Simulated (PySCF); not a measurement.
Compound: CH5B3O4.
Atom-mapped SMILES: `[CH3:1][O:2][B:3]1[O:4][BH:5][O:6][BH:7][O:8]1` (hydrogens: H9, H10, H11 on C1; H12 on B5; H13 on B7)

Method used: PySCF 2.14.0, density-fitted response routines, TDDFT B3LYP/def2-SVPD, vertical, gas phase, core orbitals frozen in the response. Isolated species at its PBE0-D3(BJ)/def2-SVP geometry (one conformer only). Torsions of this conformer, `[CH3:1][O:2][B:3]1[O:4][BH:5][O:6][BH:7][O:8]1`: C1–O2–B3–O4 179°.

Broadening: Gaussians 0.5 eV wide at half height, area fixed by f = 4.319×10⁻⁹ ∫ε dν̃. The width is an assumption, not a result. The curve ends short of the highest state used, and states not computed would add to its high-energy end.

λ (nm), ε (L mol⁻¹ cm⁻¹) and a bar:
```
    155.7       7605 ##############################
    156.7       5992 ########################
    157.7       4512 ##################
    158.8       3158 ############
    159.8       2216 #########
    160.8       1542 ######
    161.8       1097 ####
    162.9        818 ###
    163.9        708 ###
    164.9        694 ###
    165.9        745 ###
    167.0        844 ###
    168.0        949 ####
    169.0       1046 ####
    170.0       1120 ####
    171.1       1162 #####
    172.1       1156 #####
    173.1       1109 ####
    174.1       1027 ####
    175.2        906 ####
    176.2        779 ###
    177.2        649 ###
    178.2        523 ##
    179.3        398 ##
    180.3        301 #
    181.3        221 #
    182.3        158 #
    183.4        106 
    184.4         72 
    185.4         47 
    186.4         30 
    187.5         18 
    188.5         11 
    189.5          7 
    190.5          4 
    191.6          2
```

Question: Locate the maxima and give the states behind the curve.

Answer: 171 nm (7.23 eV), ε about 1200, made up of S1 (89%) (ε in L mol⁻¹ cm⁻¹; maxima over ε = 5, shares over 10%). At its high-energy end, 7.96 eV, the curve is still rising (ε about 7500, from S7 and S8). The states used: S1 7.22 eV (f 0.019); S2 7.25 eV (f 0.0021); S3 7.55 eV (f 0.0002); S4 7.73 eV (f 0.0036); S5 7.96 eV (f 0.0002); S6 8.06 eV (f 0.0009); S7 8.15 eV (f 0.158); S8 8.18 eV (f 0.047); S9 8.38 eV (f 0.018); S10 8.56 eV (f 0.0018).

Question: Coming from long wavelengths, where does ε first pass 100 L mol⁻¹ cm⁻¹?

Answer: At about 184 nm (6.76 eV), 0.47 eV below S1.

Question: What would ε be at 7.23 eV, the highest of these maxima, with half the width (0.25 eV)?

Answer: About 2290 L mol⁻¹ cm⁻¹ against 1160, a factor of about 1.97; a lone state at its own centre would give exactly 2.

Question: Does any computed singlet lie in the visible range?

Answer: No computed singlet lies in the visible range (380 to 750 nm); the lowest, at 172 nm, stands 3.96 eV above its violet end (3.26 eV).

The vertical ionisation energy (ΔSCF) is 11.06 eV, 2.49 eV above S10.
